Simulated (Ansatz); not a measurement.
Input for Ansatz (a quantum-chemistry and plane-wave program): R-PBE0/def2-TZVPP on CH3ITe (SMILES C[Te]I), a point of a torsion scan. Elements past Kr take the def2 small-core potentials; no spin–orbit coupling.

Ansatz 0.2 input:
```yaml
crystal:
  periodic: [false, false, false]
  atoms:
    - {symbol: C, position_ang: [-0.72909889, -0.04543753, -0.01393969]}
    - {symbol: Te, position_ang: [0.91032800, 1.35947791, -0.04689385]}
    - {symbol: I, position_ang: [2.71928841, -0.36149484, -1.01710620]}
    - {symbol: H, position_ang: [-0.87797299, -0.43630941, 0.98454670]}
    - {symbol: H, position_ang: [-1.62105759, 0.48749912, -0.31702459]}
    - {symbol: H, position_ang: [-0.54739475, -0.85630118, -0.70564145]}
basis:
  gaussian:
    orbitals: def2-TZVPP
hamiltonian:
  xc: {name: PBE0}
scf: {lower_state_search: off}
```

The head of its log:

```
WARN ansatz: RAYON_NUM_THREADS=1 ignored (pool sized by the plan → 1); use --threads N
Functional definition: PBE0
these checks for a lower state are left out or cut short: stability, starts, cluster_reference, orbital_swaps, neighbouring_geometries, increment
integrals: 0.09 GiB planned
1213 factors; their error is unknown
mean field: 0.80 GiB planned
mean field evaluation 1: about -16474.9071 eV, gradient 4.8e1 eV
mean field evaluation 2: about -16468.8650 eV, gradient 6.4e1 eV
```

Task: Predict the final total energy.

Result: -605.6590 hartree.
